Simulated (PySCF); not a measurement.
An unknown gives this computed stick spectrum. Method: PySCF 2.14.0, density-fitted response routines, TDDFT CAM-B3LYP/def2-SVPD, vertical, gas phase, core orbitals frozen in the response. Geometries: PBE0-D3(BJ)/def2-SVP, one conformer each.

| state | ν̃ (cm⁻¹) | f | main configurations (H = HOMO, L = LUMO) |
| --- | --- | --- | --- |
| S1 | 47510 | 0.0004 | H-1→L (29%), H-1→L+1 (20%), H→L (17%) |
| S2 | 62540 | 0.0053 | H→L (44%), H→L+1 (14%), H→L+2 (13%) |
| S3 | 63900 | 0.081 | H-1→L (33%), H→L+1 (23%), H-2→L (13%) |
| S4 | 64020 | 0.0076 | H-1→L+1 (35%), H→L+2 (19%), H-2→L (13%) |
| S5 | 65500 | 0.0012 | H-5→L (17%), H-5→L+1 (13%), H-2→L (13%) |
| S6 | 66580 | 0.025 | H-1→L+2 (25%), H→L+3 (14%), H→L+2 (11%) |
| S7 | 66950 | 0.027 | H→L+2 (15%), H-2→L+1 (13%), H-2→L+2 (12%) |
| S8 | 68730 | 0.013 | H-1→L+1 (17%), H-4→L (14%), H→L+1 (11%) |
| S9 | 68770 | 0.035 | H-2→L+1 (14%), H→L (11%), H→L+3 (9%) |
| S10 | 69500 | 0.013 | H-1→L+3 (29%), H→L+4 (14%), H-2→L+3 (10%) |

Triplets computed (Tamm–Dancoff): 5.40, 6.20, 7.57, 7.72 eV.

Question: Which structure fits?
A. `C[Si@@H]1C[C@@H]1C(F)(F)F`
B. `CC(=O)O[Si@@H]1CCCO1`
C. `COC(=O)[Si@@H]1CCCO1`

Answer: B. Its S1 lies at 5.89 eV; the nearest of the others has S1 at 4.93 eV. S1 is HOMO-1→LUMO (29%), HOMO-1→LUMO+1 (20%), HOMO→LUMO (17%). Löwdin shares by element: HOMO oxygen 55% or more, carbon 11% or more, hydrogen 7% or more (atoms not listed hold the other 27%); LUMO oxygen 25% or more, carbon 23% or more, silicon 10% (atoms not listed hold the other 42%). At the same level the other candidates give, for their lowest levels:
- `COC(=O)[Si@@H]1CCCO1`: 4.93 eV (f 0.003); 6.71 eV (f 0.012); 7.11 eV (f 0.060); 7.37 eV (f 0.032); 7.47 eV (f 0.089); T1 4.28 eV; HOMO -8.94, LUMO 0.28 eV
- `C[Si@@H]1C[C@@H]1C(F)(F)F`: 6.87 eV (f 0.050); 7.06 eV (f 0.157); 7.17 eV (f 0.011); 7.58 eV (f 0.012); 7.90 eV (f 0.017); T1 5.69 eV; HOMO -8.73, LUMO 1.06 eV
